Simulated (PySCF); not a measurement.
PySCF job for C3H5, SMILES [CH2]C=C (connectivity only; charge and spin as stated), charge +1, multiplicity 1, TDDFT-LC-ωPBE/def2-SVPD. Geometry optimised at B3LYP-D3(BJ)/def2-TZVP. The spin state was assumed, not searched. The isomer is the one that the SMILES or the coordinates give; other isomers of the formula were not compared.

```python
import numpy as np
from pyscf import gto, scf, dft, tdscf

mol = gto.M(
    atom='''
    C     0.00000000   -1.18377671    0.21055224
    C     0.00000000   -0.00000000   -0.49277951
    C     0.00000000    1.18377672    0.21055225
    H     0.00000000   -2.14498232   -0.29315063
    H     0.00000000   -1.19090071    1.29607426
    H     0.00000000    0.00000000   -1.57579716
    H     0.00000000    2.14498232   -0.29315062
    H     0.00000000    1.19090069    1.29607427
    ''',
    basis='def2-SVPD',
    charge=1,
    spin=0,
    symmetry=True,
    max_memory=1600,
    verbose=4,
)
mf = dft.RKS(mol, xc='lc_wpbe').density_fit(auxbasis='def2-universal-jkfit')
mf.grids.level = 3
mf.conv_tol = 1e-9
mf.max_cycle = 100
mf.kernel()
mf.grids = dft.Grids(mol).set(level=1).build(with_non0tab=True)  # coarser grid for the response kernel
td = tdscf.TDDFT(mf)
td.singlet = True
td.nstates = 10
td.conv_tol = 1e-4
td.positive_eig_threshold = 1e-6
td.kernel(x0=td.get_init_guess(mf, 15))
td.analyze()
tt = tdscf.TDA(mf)
tt.singlet = False
tt.nstates = 4
tt.conv_tol = 1e-4
tt.positive_eig_threshold = 1e-6
tt.kernel(x0=tt.get_init_guess(mf, 9))
tt.analyze(verbose=3)
```

Log of the run:

```
PySCF version 2.14.0

[INPUT] verbose = 4
[INPUT] num. atoms = 8
[INPUT] num. electrons = 22
[INPUT] charge = 1
[INPUT] spin (= nelec alpha-beta = 2S) = 0
[INPUT] symmetry True subgroup None
[INPUT] Mole.unit = angstrom
[INPUT] Symbol           X                Y                Z      unit          X                Y                Z       unit  Magmom
[INPUT]  1 C      0.000000000000  -1.183776710000   0.210552240000 AA    0.000000000000  -2.237013774539   0.397886068514 Bohr   0.0
[INPUT]  2 C      0.000000000000   0.000000000000  -0.492779510000 AA    0.000000000000   0.000000000000  -0.931218313697 Bohr   0.0
[INPUT]  3 C      0.000000000000   1.183776720000   0.210552250000 AA    0.000000000000   2.237013793436   0.397886087411 Bohr   0.0
[INPUT]  4 H      0.000000000000  -2.144982320000  -0.293150630000 AA    0.000000000000  -4.053429126834  -0.553974403944 Bohr   0.0
[INPUT]  5 H      0.000000000000  -1.190900710000   1.296074260000 AA    0.000000000000  -2.250476183450   2.449225388498 Bohr   0.0
[INPUT]  6 H      0.000000000000   0.000000000000  -1.575797160000 AA    0.000000000000   0.000000000000  -2.977825060267 Bohr   0.0
[INPUT]  7 H      0.000000000000   2.144982320000  -0.293150620000 AA    0.000000000000   4.053429126834  -0.553974385046 Bohr   0.0
[INPUT]  8 H      0.000000000000   1.190900690000   1.296074270000 AA    0.000000000000   2.250476145656   2.449225407396 Bohr   0.0

nuclear repulsion = 65.5006661480916
point group symmetry = C2v
symmetry origin: [0.00000000e+00 3.28648025e-09 3.86164530e-17]
symmetry axis x: [-1. -0. -0.]
symmetry axis y: [0.00000000e+00 1.00000000e+00 4.36901589e-09]
symmetry axis z: [ 0.00000000e+00 -4.36901589e-09  1.00000000e+00]
num. orbitals of irrep A1 = 40
num. orbitals of irrep A2 = 12
num. orbitals of irrep B1 = 16
num. orbitals of irrep B2 = 32
number of shells = 44
number of NR pGTOs = 140
number of NR cGTOs = 100
basis = def2-SVPD
ecp = {}


[settings echo left out]
init E= -117.325306581846
HOMO (B1) = -0.371362404506389  LUMO (A2) = -0.166983355734062  gap/eV = 5.56144
cycle= 1 E= -116.748788249962  delta_E= 0.577  |g|= 0.32  |ddm|= 3.43
HOMO (B1) = -0.745501644145067  LUMO (A2) = -0.363784944610871  gap/eV = 10.38704
cycle= 2 E= -116.782058187197  delta_E= -0.0333  |g|= 0.153  |ddm|= 0.639
HOMO (B1) = -0.69275779191556  LUMO (A2) = -0.300620483915039  gap/eV = 10.67060
cycle= 3 E= -116.787830619797  delta_E= -0.00577  |g|= 0.0229  |ddm|= 0.348
HOMO (B1) = -0.686925750023959  LUMO (A2) = -0.296722349854801  gap/eV = 10.61798
cycle= 4 E= -116.788020633859  delta_E= -0.00019  |g|= 0.00895  |ddm|= 0.073
HOMO (B1) = -0.688862738184159  LUMO (A2) = -0.29707195364392  gap/eV = 10.66117
cycle= 5 E= -116.788043768539  delta_E= -2.31e-05  |g|= 0.00264  |ddm|= 0.0204
HOMO (B1) = -0.688493920279717  LUMO (A2) = -0.296975800827115  gap/eV = 10.65375
cycle= 6 E= -116.788045992301  delta_E= -2.22e-06  |g|= 0.000371  |ddm|= 0.00811
HOMO (B1) = -0.688507656107141  LUMO (A2) = -0.296967511966449  gap/eV = 10.65435
cycle= 7 E= -116.788046087103  delta_E= -9.48e-08  |g|= 0.000101  |ddm|= 0.00205
HOMO (B1) = -0.688500949820605  LUMO (A2) = -0.296959773247902  gap/eV = 10.65438
cycle= 8 E= -116.788046093706  delta_E= -6.6e-09  |g|= 1.83e-05  |ddm|= 0.000453
HOMO (B1) = -0.688500249351934  LUMO (A2) = -0.29695952899978  gap/eV = 10.65437
cycle= 9 E= -116.788046093898  delta_E= -1.91e-10  |g|= 3.11e-06  |ddm|= 8.1e-05
HOMO (B1) = -0.688500193857024  LUMO (A2) = -0.296959609340204  gap/eV = 10.65436
Extra cycle  E= -116.788046093904  delta_E= -6.17e-12  |g|= 1.07e-06  |ddm|= 9.92e-06
converged SCF energy = -116.788046093904
tot grids = 27904
Overwritten attributes  positive_eig_threshold  of <class 'pyscf.tdscf.rks.TDDFT'>


******** <class 'pyscf.tdscf.rks.TDDFT'> for <class 'pyscf.df.df_jk.DFSymAdaptedRKS'> ********
nstates = 10 singlet
deg_eia_thresh = 1.000e-03
wfnsym = None
conv_tol = 0.0001
eigh lindep = 1e-12
eigh level_shift = 0
eigh max_cycle = 100


Excitation energies (eV)
[ 5.18273307  5.63170017  5.63424824  7.27616503  8.51412535  9.9303228
 10.36387301 10.56577368 11.42530283 11.4824141 ]

** Singlet excitation energies and oscillator strengths **
Excited State   1:   A2      5.18273 eV    239.23 nm  f=0.0000
      10 -> 12        0.70105
Excited State   2:   B1      5.63170 eV    220.15 nm  f=0.0008
       9 -> 12        0.69720
Excited State   3:   B2      5.63425 eV    220.05 nm  f=0.3444
      11 -> 12        0.70773
Excited State   4:   B1      7.27617 eV    170.40 nm  f=0.0017
       8 -> 12        0.68706
      10 -> 13        0.13459
Excited State   5:   A2      8.51413 eV    145.62 nm  f=0.0000
       7 -> 12        0.65814
       9 -> 13       -0.24554
Excited State   6:   A1      9.93032 eV    124.85 nm  f=0.1370
      11 -> 13        0.69507
Excited State   7:   B1     10.36387 eV    119.63 nm  f=0.0012
       8 -> 12       -0.13159
      10 -> 13        0.68213
Excited State   8:   A2     10.56577 eV    117.35 nm  f=0.0000
       6 -> 12        0.55902
       7 -> 12       -0.12390
       8 -> 13        0.23720
       9 -> 13       -0.32319
Excited State   9:   B1     11.42530 eV    108.52 nm  f=0.1049
      11 -> 14        0.66312
      11 -> 15       -0.18045
Excited State  10:   A2     11.48241 eV    107.98 nm  f=0.0000
       6 -> 12       -0.36557
       7 -> 12       -0.20842
       9 -> 13       -0.55559

** Transition electric dipole moments (AU) **
state          X           Y           Z        Dip. S.      Osc.
  1        -0.0000     -0.0000     -0.0000      0.0000      0.0000
  2        -0.0784     -0.0000      0.0000      0.0061      0.0008
  3         0.0000     -1.5796     -0.0000      2.4952      0.3444
  4         0.0984     -0.0000      0.0000      0.0097      0.0017
  5         0.0000      0.0000     -0.0000      0.0000      0.0000
  6        -0.0000     -0.0000     -0.7504      0.5631      0.1370
  7        -0.0677     -0.0000      0.0000      0.0046      0.0012
  8         0.0000     -0.0000     -0.0000      0.0000      0.0000
  9        -0.6122     -0.0000     -0.0000      0.3747      0.1049
 10        -0.0000     -0.0000      0.0000      0.0000      0.0000

** Transition velocity dipole moments (imaginary part, AU) **
state          X           Y           Z        Dip. S.      Osc.
  1        -0.0000     -0.0000     -0.0000      0.0000      0.0000
  2        -0.0159      0.0000     -0.0000      0.0003      0.0008
  3         0.0000     -0.3196     -0.0000      0.1021      0.3288
  4         0.0314     -0.0000      0.0000      0.0010      0.0025
  5        -0.0000     -0.0000     -0.0000      0.0000      0.0000
  6        -0.0000      0.0000     -0.2681      0.0719      0.1314
  7        -0.0319     -0.0000     -0.0000      0.0010      0.0018
  8        -0.0000     -0.0000     -0.0000      0.0000      0.0000
  9        -0.2702     -0.0000      0.0000      0.0730      0.1160
 10        -0.0000      0.0000     -0.0000      0.0000      0.0000

** Transition magnetic dipole moments (imaginary part, AU) **
state          X           Y           Z
  1         0.0000     -0.0000      0.0078
  2         0.0000     -0.4923     -0.0000
  3         0.1995     -0.0000      0.0000
  4        -0.0000     -1.6319      0.0000
  5         0.0000     -0.0000      1.7937
  6        -0.0000      0.0000      0.0000
  7         0.0000     -1.3879     -0.0000
  8         0.0000     -0.0000      1.6646
  9         0.0000     -0.0359     -0.0000
 10        -0.0000     -0.0000     -0.0619
Overwritten attributes  positive_eig_threshold  of <class 'pyscf.tdscf.rks.TDA'>


******** <class 'pyscf.tdscf.rks.TDA'> for <class 'pyscf.df.df_jk.DFSymAdaptedRKS'> ********
nstates = 4 triplet
deg_eia_thresh = 1.000e-03
wfnsym = None
conv_tol = 0.0001
eigh lindep = 1e-12
eigh level_shift = 0
eigh max_cycle = 100


Excitation energies (eV)
[2.34278036 4.72966282 4.88225643 6.45795673]

** Triplet excitation energies and oscillator strengths **
Excited State   1:   B2      2.34278 eV    529.22 nm  f=0.0000
Excited State   2:   A2      4.72966 eV    262.14 nm  f=0.0000
Excited State   3:   B1      4.88226 eV    253.95 nm  f=0.0000
Excited State   4:   B1      6.45796 eV    191.99 nm  f=0.0000
```

The run converged.
